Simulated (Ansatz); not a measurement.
The same molecule with X = V, Nb, Ta. Ansatz, PBE0-D4/def2-TZVP geometries, multiplicity 1.

Elements past krypton have def2 core potentials. Scalar relativity is left out up to krypton.

```csv
X,molecule,mean X–F bond length / Å,mean X–O bond length / Å,size of the dipole moment (B3LYP/def2-TZVPP) / D,LUMO energy (PBE0/def2-TZVPP) / eV,HOMO energy (PBE/def2-TZVPP) / eV
Nb,`[O]=[Nb]([F])([F])[F]`,1.856,1.681,1.27,-2.22,-8.93
Ta,`[O]=[Ta]([F])([F])[F]`,1.867,1.706,1.82,-1.55,-8.61
```

Question: Give the row for X = V, `[O]=[V]([F])([F])[F]`. (An estimate is asked.)

Answer: The calculation gave: 
| X | molecule | mean X–F bond length / Å | mean X–O bond length / Å | size of the dipole moment (B3LYP/def2-TZVPP) / D | LUMO energy (PBE0/def2-TZVPP) / eV | HOMO energy (PBE/def2-TZVPP) / eV |
| --- | --- | --- | --- | --- | --- | --- |
| V | `[O]=[V]([F])([F])[F]` | 1.712 | 1.541 | 0.28 | -4.05 | -9.58 |

From V to Ta the mean X–F bond length rises at each step, by 0.155 Å in all; the mean X–O bond length rises at each step, by 0.165 Å in all; the LUMO energy (PBE0/def2-TZVPP) rises at each step, by 2.50 eV in all; the HOMO energy (PBE/def2-TZVPP) rises at each step, by 0.97 eV in all. Dipoles are sizes alone, and their direction can turn along the series.

B3LYP here is the variant with VWN-RPA as its local correlation; programs differ in this.
